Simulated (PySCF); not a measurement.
SbBr: script and output

The script input.py:

```python
from pyscf import gto, scf

mol = gto.M(
    atom='Sb 0 0 0; Br 0 0 2.852',
    basis='lanl2dz',
    ecp={'Sb': 'lanl2dz', 'Br': 'lanl2dz'},
    charge=0,
    spin=2,
    verbose=4,
)
mf = scf.UHF(mol)
mf.kernel()
mf.dip_moment()
print('orbital energies (hartree):', [e[max(0, n-3):n+3].round(4) for e, n in zip(mf.mo_energy, mol.nelec)])
```

```bash
$ OMP_NUM_THREADS=1 python input.py
```

The log (some set-up lines and the per-cycle HOMO/LUMO lines with their warnings removed):

```
PySCF version 2.14.0

[INPUT] verbose = 4
[INPUT] num. atoms = 2
[INPUT] num. electrons = 12
[INPUT] charge = 0
[INPUT] spin (= nelec alpha-beta = 2S) = 2
[INPUT] symmetry False subgroup None
[INPUT] Mole.unit = angstrom
[INPUT] Symbol           X                Y                Z      unit          X                Y                Z       unit  Magmom
[INPUT]  1 Sb     0.000000000000   0.000000000000   0.000000000000 AA    0.000000000000   0.000000000000   0.000000000000 Bohr   0.0
[INPUT]  2 Br     0.000000000000   0.000000000000   2.852000000000 AA    0.000000000000   0.000000000000   5.389498907260 Bohr   0.0

nuclear repulsion = 6.49411023218794
number of shells = 8
number of NR pGTOs = 24
number of NR cGTOs = 16
basis = lanl2dz
ecp = {'Sb': 'lanl2dz', 'Br': 'lanl2dz'}

******** <class 'pyscf.scf.uhf.UHF'> ********
method = UHF
initial guess = minao
damping factor = 0
level_shift factor = 0
DIIS = <class 'pyscf.scf.diis.CDIIS'>
diis_start_cycle = 1
diis_space = 8
diis_damp = 0
SCF conv_tol = 1e-09
SCF conv_tol_grad = None
SCF max_cycles = 50
direct_scf = True
direct_scf_tol = 1e-13
number electrons alpha = 7  beta = 5
Set gradient conv threshold to 3.16228e-05
init E= -1.35292334484975

cycle= 1 E= -18.1326070261763  delta_E= -16.8  |g|= 0.45  |ddm|= 3.31
cycle= 2 E= -18.1907886586952  delta_E= -0.0582  |g|= 0.0684  |ddm|= 0.439
cycle= 3 E= -18.1970808981355  delta_E= -0.00629  |g|= 0.0244  |ddm|= 0.152
cycle= 4 E= -18.1983855230873  delta_E= -0.0013  |g|= 0.0122  |ddm|= 0.0444
cycle= 5 E= -18.1991586934066  delta_E= -0.000773  |g|= 0.00786  |ddm|= 0.0447
cycle= 6 E= -18.1997270544613  delta_E= -0.000568  |g|= 0.00609  |ddm|= 0.0439
cycle= 7 E= -18.2004405110803  delta_E= -0.000713  |g|= 0.00352  |ddm|= 0.0828
cycle= 8 E= -18.2006493002898  delta_E= -0.000209  |g|= 0.000737  |ddm|= 0.0638
cycle= 9 E= -18.2006515556654  delta_E= -2.26e-06  |g|= 0.000305  |ddm|= 0.00259
cycle= 10 E= -18.2006523656899  delta_E= -8.1e-07  |g|= 0.00012  |ddm|= 0.00587
cycle= 11 E= -18.2006524830366  delta_E= -1.17e-07  |g|= 5.04e-05  |ddm|= 0.00227
cycle= 12 E= -18.200652506634  delta_E= -2.36e-08  |g|= 6.27e-06  |ddm|= 0.000633
cycle= 13 E= -18.2006525067858  delta_E= -1.52e-10  |g|= 1.6e-06  |ddm|= 3.7e-05
Extra cycle  E= -18.2006525067905  delta_E= -4.71e-12  |g|= 7.86e-07  |ddm|= 2.98e-06
converged SCF energy = -18.2006525067905  <S^2> = 2.138222  2S+1 = 3.0907747
Dipole moment(X, Y, Z, Debye):  0.00000, -0.00000, -4.40077
orbital energies (hartree): [array([-0.3874, -0.3511, -0.3511, -0.02  ,  0.3817,  0.3817]), array([-0.4117, -0.3982, -0.3982, -0.0026, -0.0026,  0.0224])]
```

In short: E(SCF) = -18.200653 Eh, 13 cycles, ⟨S²⟩ = 2.138, μz(SCF) = -4.40 D.

It ran on Arm Neoverse V1 (1 thread, shared host) in 0.77 s.

The bond length is a typed value, not an optimised one. No search for the lowest solution was made.
